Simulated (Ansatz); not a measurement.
Harmonic frequencies (cm⁻¹) at PBE0-D4/def2-TZVP from Ansatz: 113, 133, 194, 211, 381, 531, 561, 667, 2438.

Each molecule was computed in one conformer, which needn't be the lowest.

Problem. Which molecule is it?
A. `[O][Si](F)(Cl)Cl`•
B. `O[Si](O)F`•
C. `Cl[Si](Cl)[SeH]`•
D. `C[B]Cl`•

Solution. C.
